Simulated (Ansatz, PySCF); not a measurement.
This PySCF input computes a CAM-B3LYP/def2-TZVPD energy:

```python
from pyscf import gto, scf, dft

mol = gto.M(
    atom='''
    C    -2.30089086   -0.22615182    0.00619749
    C    -1.03523567    0.27814436    0.09106989
    C     0.11819520   -0.48604369   -0.11596630
    C     1.40839242    0.04900140   -0.02457503
    N     2.48030890    0.48443528    0.04924190
    H    -3.16585840    0.39907741    0.17357635
    H    -2.47526605   -1.26801292   -0.23146078
    H    -0.90183162    1.32716992    0.33143923
    H     0.03802727   -1.53898281   -0.35860442
    ''',
    basis='def2-tzvpd',
    charge=0,
    spin=1,
    verbose=4,
)

mf = dft.UKS(mol, xc='camb3lyp').density_fit(auxbasis='def2-universal-jkfit')
mf.grids.level = 3
mf.conv_tol = 1e-9
mf.max_cycle = 100
mf.max_memory = 1500
mf.kernel()
if not mf.converged:
    mf = mf.newton()
    mf.kernel(mf.make_rdm1())
for _ in range(2):
    mo, _, stable, _ = mf.stability(return_status=True)
    if stable:
        break
    mf.kernel(mf.make_rdm1(mo, mf.mo_occ))
mf.analyze()
```

### Question
Write an input for the same energy in Ansatz (an electronic-structure program) and say what it gives.

### Answer

Ansatz 0.2 input:
```yaml
crystal:
  periodic: [false, false, false]
  atoms:
    - {symbol: C, position_ang: [-2.30089086, -0.22615182, 0.00619749]}
    - {symbol: C, position_ang: [-1.03523567, 0.27814436, 0.09106989]}
    - {symbol: C, position_ang: [0.11819520, -0.48604369, -0.11596630]}
    - {symbol: C, position_ang: [1.40839242, 0.04900140, -0.02457503]}
    - {symbol: N, position_ang: [2.48030890, 0.48443528, 0.04924190]}
    - {symbol: H, position_ang: [-3.16585840, 0.39907741, 0.17357635]}
    - {symbol: H, position_ang: [-2.47526605, -1.26801292, -0.23146078]}
    - {symbol: H, position_ang: [-0.90183162, 1.32716992, 0.33143923]}
    - {symbol: H, position_ang: [0.03802727, -1.53898281, -0.35860442]}
basis:
  gaussian:
    orbitals: def2-TZVPD
hamiltonian:
  xc: {name: CAM-B3LYP}
magnetization: {spin_polarized: true, initial_magnetization: 1}
output: {forces: true}
```
It gives -209.47510 Eh, and PySCF -209.47515 Eh, a difference of 0.05 mEh, from the treatment of integrals and grids.

It need not be the lowest isomer of its formula.
